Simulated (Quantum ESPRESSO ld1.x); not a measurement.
Q: These are the eigenvalues of the occupied orbitals of an atom or ion with whole-number occupations (hartree). Calculated with ld1.x of Quantum ESPRESSO 7.5: scalar-relativistic Kohn-Sham, LDA (Slater exchange, Perdew-Zunger correlation), spin-unpolarised, spherical densities, point nucleus.

| orbital | eigenvalue |
|---|---|
| 1s | -490.066 |
| 2s | -65.0249 |
| 2p | -57.5789 |
| 3s | -10.1310 |
| 3p | -7.77879 |
| 3d | -3.87192 |
| 4s | -2.00273 |
| 4p | -1.47600 |

Which element is it, and in what charge state? The configuration may be excited.

A: Z = 35, bromine, charge +3: Br3+ in [Ar] 3d10 4s2 4p2. The list shows which subshells hold electrons but not how many an open one holds; the 1s level, -490.07 hartree, gives Z - s = 31.3 by -(Z - s)^2/2, which with screening and relativity narrows Z to a few neighbours, and the depths of the outer levels then fix element, charge and occupations together.
